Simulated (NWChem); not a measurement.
Species: GeH3O2F; SMILES [OH][GeH]([OH])[F]

```xyz
7

Ge     0.0149    -0.0300     0.2792
O      0.4312    -1.5979    -0.3741
O     -1.5646     0.4392    -0.3382
F      1.0932     1.1830    -0.3454
H      0.1553    -0.0826     1.7927
H      0.1821    -1.6962    -1.3006
H     -1.5867     1.3612    -0.6198
```
Atoms are numbered in this order, from 1.

Results from NWChem. Pople sets run with spherical d functions. Medium grid unless said otherwise, to which SCAN and Minnesota functionals are sensitive. Geometry: optimised at PBE0/def2-SVP. Hybrids' shares of exact exchange are those that their runs print; pure functionals count as 0. The functionals differ in more than this share.

| row | share of exact exchange | orbital gap (eV) |
|---|---|---|
| PBE/6-31G* | 0.00 | 6.68 |
| r2SCAN/6-31G* | 0.00 | 7.62 |
| B3LYP/6-31G* | 0.20 | 8.83 |
| M05-2X/6-31G* | 0.56 | withheld |
| Hartree-Fock/6-31G* | 1.00 | 17.58 |

Problem. Fit a straight line of the last column on the one before it, predict the withheld value, and compare with the run.

Solution. 
1. Means of the 4 shown rows: x = 0.300, y = 10.178. Slope Σ(x − x̄)(y − ȳ)/Σ(x − x̄)² = 7.133/0.6800 = 10.49; intercept 7.030.
2. The shown rows scatter about the line by 0.375 (root mean square); the largest residual is +0.59, at r2SCAN/6-31G*.
3. At x = 0.56 (M05-2X/6-31G*; inside the shown range) the line gives 12.90.
4. The run gives 12.58, -0.32 from the line, 0.9 times the scatter.
